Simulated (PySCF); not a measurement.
**Mayer bond orders and bond lengths**

Compound: C₇H₁₀S.
SMILES with atom numbers: `[CH2:1]=[CH:2]/[CH:3]=[C:4](/[CH3:5])[C:6]([CH3:7])=[S:8]` (hydrogens: H9, H10 on C1; H11 on C2; H12 on C3; H13, H14, H15 on C5; H16, H17, H18 on C7)

Cartesian coordinates in Å at the GFN2-xTB level; atoms count from 1:
```xyz
18
C7H10S angstrom
C      3.416    0.148   -0.023
C      2.171   -0.326   -0.114
C      1.033    0.525    0.065
C     -0.301    0.249    0.039
C     -1.240    1.405    0.277
C     -0.920   -1.033   -0.187
C     -2.415   -1.113   -0.146
S     -0.119   -2.439   -0.493
H      4.274   -0.486   -0.157
H      3.616    1.187    0.191
H      2.008   -1.369   -0.328
H      1.297    1.560    0.259
H     -0.684    2.329    0.417
H     -1.913    1.539   -0.567
H     -1.846    1.235    1.166
H     -2.860   -0.474   -0.909
H     -2.731   -2.138   -0.323
H     -2.795   -0.791    0.823
```

Bond orders from the PBE0/pcSseg-1 density (PySCF). Geometry: GFN2-xTB, one conformer, isolated molecule.

Q: How far do the computed orders between heavy atoms stray from the drawn ones?

A: The largest departure is 0.323, at C3–C4 (drawn double, 1.677). Drawn single, order above 1.12: C2–C3 (1.146). Drawn double or triple, more than 0.30 short of the drawn order: C3–C4 (1.677).

Q: Give the Mayer order of every bond, beside its length.

A: 
| bond | drawn as | length (Å) | Mayer order |
| --- | --- | --- | --- |
| C1–C2 | double | 1.336 | 1.854 |
| C2–C3 | single | 1.433 | 1.146 |
| C3–C4 | double | 1.362 | 1.677 |
| C4–C5 | single | 1.507 | 1.101 |
| C4–C6 | single | 1.442 | 1.037 |
| C6–C7 | single | 1.497 | 1.074 |
| C6–S8 | double | 1.647 | 1.795 |
| C1–H9 | single | 1.076 | 0.946 |
| C1–H10 | single | 1.079 | 0.954 |
| C2–H11 | single | 1.077 | 0.929 |
| C3–H12 | single | 1.086 | 0.929 |
| C5–H13 | single | 1.087 | 0.951 |
| C5–H14 | single | 1.089 | 0.939 |
| C5–H15 | single | 1.089 | 0.939 |
| C7–H16 | single | 1.090 | 0.934 |
| C7–H17 | single | 1.087 | 0.946 |
| C7–H18 | single | 1.090 | 0.935 |

Bonds between the same two heavy elements. C–C: lowest C4–C6 (1.037, 1.442 Å), highest C1–C2 (1.854, 1.336 Å); in 3 of the 15 pairs the longer bond (by over 0.003 Å) has the higher order (by 0.02 or more).

Q: Sum the orders of all bonds at each heavy atom with more than one neighbour and set the sums beside the valence in the SMILES.

A: C1 3.754 (drawn 4), C2 3.929 (drawn 4), C3 3.752 (drawn 4), C4 3.815 (drawn 4), C5 3.930 (drawn 4), C6 3.906 (drawn 4), C7 3.889 (drawn 4). Orders between atoms that aren't bonded are not in these sums.

Mayer orders depend on the basis set.

The run behind these numbers computed NMR shieldings as well. Time: 25 s; peak memory 1.0 GiB. Hardware: one thread of an Arm Neoverse V2, shared host with 96 logical CPUs at a one-minute load of 17.
